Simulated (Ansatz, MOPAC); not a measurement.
Torsion H3–Se1–Se2–H4 in H2Se2 (SMILES [SeH][SeH]); at each angle all else is relaxed with GFN2-xTB, and the levels are single points there.
Geometry at 90° (charge 0, multiplicity 1):
```xyz
4

Se    -1.078     0.675     0.361
Se     1.073     0.515    -0.369
H     -1.606    -0.488    -0.342
H      0.931     1.336    -1.566
```
Energies count from the point at 90°.

Cores are frozen in the correlated methods. Filled d and f shells under p-block atoms count as core. CBS: X⁻³ extrapolation of the correlation energy, Hartree–Fock from the larger set. The state that PM3 reach isn't checked.

Run with Ansatz (Gaussian basis) for Hartree–Fock, density functionals and correlated methods; MOPAC for PM3 (differences of heats of formation). 

Energies in kcal/mol.

```
dihedral (°)    PM3  B3LYP/def2-TZVPP  CCSD(T)/cc-pVQZ  CCSD(T)/CBS(cc-pVTZ, cc-pVQZ)
------------  -----  ----------------  ---------------  -----------------------------
0              3.73              6.16             6.23                           6.29
30             2.77               [?]             4.56                           4.60
60             1.04              1.43             1.45                           1.47
90             0.00              0.00             0.00                           0.00
120           -0.06              1.37             1.34                           1.35
150            0.33              3.86             3.79                           3.82
180            0.59              4.99             4.90                           4.94
210            0.33              3.86             3.79                           3.82
240           -0.06              1.37             1.34                           1.35
270            0.00              0.00             0.00                           0.00
300            1.04              1.43             1.45                           1.47
330            2.77               [?]             4.56                           4.60
```

Complete the blanks.


- 30, B3LYP/def2-TZVPP: 4.52
- 330, B3LYP/def2-TZVPP: 4.52

Ansatz is an electronic-structure program.
